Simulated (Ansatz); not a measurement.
The cluster Sr₂O₂⁺. Total charge 1; doublet. Geometry r2SCAN-D4/def2-TZVP.

```xyz
4

Sr    0.757   -1.098    1.410
Sr   -1.320    1.294   -0.589
O     0.752    0.467   -0.223
O    -0.188   -0.663   -0.598
```

In the def2 sets Sr takes a core potential; there is no spin–orbit coupling. The structure holds 1 bond(s) between oxygen atoms. Another isomer (doublet) lies 1.63 eV lower at PBE0-D4/def2-TZVP; other spin states weren't run for this one.

Q: Estimate the α-spin orbital energies around the gap (eV) in Ansatz with LDA (SPW92)/def2-TZVP, PBE-D4/def2-TZVP, r2SCAN-D4/def2-TZVP, r2SCANh-D4/def2-TZVP, PBE0-D4/def2-TZVP.

A: 
| orbital | LDA (SPW92)/def2-TZVP | PBE-D4/def2-TZVP | r2SCAN-D4/def2-TZVP | r2SCANh-D4/def2-TZVP | PBE0-D4/def2-TZVP |
| --- | --- | --- | --- | --- | --- |
| HOMO−5 | -13.83 | -13.48 | -13.56 | -14.00 | -14.58 |
| HOMO−4 | -12.61 | -12.30 | -12.51 | -13.13 | -13.90 |
| HOMO−3 | -12.51 | -12.18 | -12.40 | -13.04 | -13.81 |
| HOMO−2 | -9.94 | -9.64 | -9.75 | -10.31 | -11.03 |
| HOMO−1 | -9.11 | -8.82 | -8.93 | -9.49 | -10.23 |
| HOMO | -6.91 | -6.74 | -6.66 | -6.85 | -7.16 |
| LUMO | -6.01 | -5.81 | -5.52 | -5.37 | -5.30 |
| LUMO+1 | -5.24 | -4.95 | -4.61 | -4.33 | -4.24 |
| LUMO+2 | -5.00 | -4.84 | -4.44 | -4.26 | -4.12 |
| LUMO+3 | -4.66 | -4.51 | -4.20 | -3.97 | -3.81 |
| LUMO+4 | -4.62 | -4.35 | -3.88 | -3.65 | -3.53 |
| LUMO+5 | -4.42 | -4.22 | -3.88 | -3.50 | -3.40 |
| β HOMO | -9.09 | -8.80 | -8.92 | -9.49 | -10.22 |
| β LUMO | -6.31 | -6.01 | -5.40 | -5.27 | -5.29 |
